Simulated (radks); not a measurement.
Q: Radial electron density D(r) = 4 pi r^2 rho(r) of an atom or ion with 16 electrons. Calculated with a radial shooting solver on a logarithmic mesh with Libxc functionals: scalar-relativistic Kohn-Sham, SCAN, spin-polarised, spherical densities, finite nucleus; meta-GGA in the generalised Kohn-Sham scheme; Fermi nuclear charge, rms radius of each element as measured or else 0.836 A^(1/3) + 0.57 fm.

r (bohr),D(r) (e/bohr),spin D(r)
0.003055,1.323,0.000119
0.003821,1.974,0.000187
0.004781,2.916,0.000298
0.005981,4.253,0.000488
0.007543,6.185,0.000840
0.009437,8.703,0.00148
0.01181,11.95,0.00272
0.01489,16.07,0.00533
0.01863,20.57,0.0105
0.0233,25.12,0.0210
0.02916,28.97,0.0420
0.03677,31.24,0.0842
0.046,31.08,0.159
0.05755,28.78,0.285
0.07258,25.66,0.483
0.0908,24.39,0.731
0.1136,26.58,0.966
0.1421,31.38,1.07
0.1792,34.82,0.863
0.2242,32.18,0.388
0.2805,23.46,-0.00914
0.3538,13.71,0.301
0.4426,9.556,1.54
0.5537,10.27,2.98
0.6927,10.44,3.37
0.8736,7.057,2.31
1.093,2.936,0.968
1.367,0.6882,0.228
1.724,0.07466,0.0248
2.157,0.003796,0.00125

What is the nuclear charge?

A: Z = 26. The innermost maximum, from 1s, lies near gamma/Z bohr with gamma = sqrt(1 - (Z/c)^2) = 0.982, here 0.0378 bohr (found: 0.0405), and its height grows with Z. The density is that of the iron ion Fe10+ in [Ne] 3s2 3p4; the configuration itself is not fixed sharply by these data, and Z only to about a unit. D(r) has 3 maxima, at r = 0.0405, 0.185, 0.629 bohr, and minima at 0.0886, 0.464 bohr, inside which lie 2.11, 10.43 electrons.
